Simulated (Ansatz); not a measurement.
Mulliken charges of C$_{2}$H$_{5}$BrGe, SMILES `[GeH3]/[CH]=C\Br` from PBE/def2-TZVPP in Ansatz (PBE0-D4/def2-TZVP geometry).

```json
{"atom": "Ge1", "x (Å)": "-1.268", "y (Å)": "0.414", "z (Å)": "0.010", "charge (e)": "0.107"}
{"atom": "C2", "x (Å)": "0.285", "y (Å)": "-0.739", "z (Å)": "-0.184", "charge (e)": "-0.225"}
{"atom": "C3", "x (Å)": "1.541", "y (Å)": "-0.380", "z (Å)": "0.018", "charge (e)": "-0.057"}
{"atom": "Br4", "x (Å)": "2.057", "y (Å)": "1.357", "z (Å)": "0.543", "charge (e)": "-0.047"}
{"atom": "H5", "x (Å)": "-2.514", "y (Å)": "-0.422", "z (Å)": "-0.326", "charge (e)": "-0.016"}
{"atom": "H6", "x (Å)": "-1.369", "y (Å)": "0.929", "z (Å)": "1.453", "charge (e)": "0.006"}
{"atom": "H7", "x (Å)": "-1.170", "y (Å)": "1.603", "z (Å)": "-0.955", "charge (e)": "0.006"}
{"atom": "H8", "x (Å)": "0.129", "y (Å)": "-1.773", "z (Å)": "-0.483", "charge (e)": "0.107"}
{"atom": "H9", "x (Å)": "2.397", "y (Å)": "-1.035", "z (Å)": "-0.094", "charge (e)": "0.120"}
```

**Question.** By hand: the dipole of these point charges (1 e Å = 4.8032 D).

**Answer.** Σ q r = (-0.058, -0.124, -0.039) e Å, of length 0.142 e Å = 0.68 D.

**Question.** How does the dipole of the full density compare? (Best estimate.)

**Answer.** Ansatz gave: (-0.013, -0.249, -0.070) e Å, 1.24 D; the point charges give 0.55 times that, at 21° from its direction.

Point charges leave out the atoms' own dipoles, such as those of lone pairs, and Mulliken's split depends on the basis, so the two needn't agree.
